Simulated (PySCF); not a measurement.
**Levels of Sn⁺ from EOM-EA-GCCSD**

Reference: closed-shell Sn²⁺, [Kr] 4d10 5s2; one electron is added. Calculated with PySCF 2.14, two-component X2C-1e with screened spin-orbit coupling, x2c-TZVPPall-2c with one added diffuse shell each of s, p, d, f type (9s10p6d3f, 90 functions); frozen [Ar] 3d10; the 6 highest virtual spinors dropped; of the others 108 kept and the rest restored at second order. No Breit or QED terms. Binding energies in eV.

```csv
level,Koopmans
5p1/2,13.808
5p3/2,13.292
6s1/2,7.173
5d3/2,6.000
5d5/2,5.976
6p1/2,5.474
6p3/2,5.379
```

(1) How does correlation move these levels?

Gaps of this size point to the basis (9s10p6d3f), which has few functions of high l to correlate and polarise the inner shells.

The highest levels are limited by the diffuse functions of the basis.

Answers

(1) 5p1/2: second order 14.586, EOM-CCSD 14.448, NIST 14.633; 5p3/2: second order 14.059, EOM-CCSD 13.932, NIST 14.106; 6s1/2: second order 7.563, EOM-CCSD 7.534, NIST 7.580; 5d3/2: second order 6.552, EOM-CCSD 6.824, NIST 5.780; 5d5/2: second order 6.522, EOM-CCSD 6.753, NIST 5.700; 6p1/2: second order 5.682, EOM-CCSD 5.676, NIST 5.769; 6p3/2: second order 5.576, EOM-CCSD 5.570, NIST 5.659.
